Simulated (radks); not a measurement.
Ionisation of the tantalum ion Ta2+, [Xe] 4f14 5d3, to [Xe] 4f14 5d2 as the strength of local exchange is varied. All-electron calculation, non-relativistic Kohn-Sham, Slater X-alpha exchange (alpha = 2/3 is LDA exchange), no correlation, spin-polarised, spherical densities, point nucleus; open shells are filled with parallel spins first (spin-orbit coupling, left out, can overturn this in heavy ions); relativity is left out, which matters for an element this heavy. Program: a radial shooting solver on a logarithmic mesh with Libxc functionals.

[
 {"alpha": "0.599", "E(Ta2+) (hartree)": "-14758.9161", "exchange (hartree)": "-254.9710", "IE (eV)": "23.119", "-e of the level emptied (eV)": "17.929 (5d)", "<r> of it (bohr)": "2.005"},
 {"alpha": "0.61", "E(Ta2+) (hartree)": "-14763.5992", "exchange (hartree)": "-259.7420", "IE (eV)": "23.291", "-e of the level emptied (eV)": "18.088 (5d)", "<r> of it (bohr)": "1.998"},
 {"alpha": "0.614", "E(Ta2+) (hartree)": "-14765.3025", "exchange (hartree)": "-261.4777", "IE (eV)": "23.354", "-e of the level emptied (eV)": "18.145 (5d)", "<r> of it (bohr)": "1.995"},
 {"alpha": "0.667", "E(Ta2+) (hartree)": "-14787.8916", "exchange (hartree)": "-284.5153", "IE (eV)": "24.196", "-e of the level emptied (eV)": "18.922 (5d)", "<r> of it (bohr)": "1.964"},
 {"alpha": "0.93", "E(Ta2+) (hartree)": "-14900.5326", "exchange (hartree)": "-399.9215", "IE (eV)": "28.653", "-e of the level emptied (eV)": "23.083 (5d)", "<r> of it (bohr)": "1.827"},
 {"alpha": "1.043", "E(Ta2+) (hartree)": "-14949.2091", "exchange (hartree)": "-450.0605", "IE (eV)": "30.705", "-e of the level emptied (eV)": "25.023 (5d)", "<r> of it (bohr)": "1.776"}
]

NIST Atomic Spectra Database: 23 +/- 1.6 eV (theoretical). The central value is not met in this range of alpha. Relativity is left out here, which matters for elements this heavy. Open shells are spherical and high-spin; term and fine-structure splittings are not resolved.
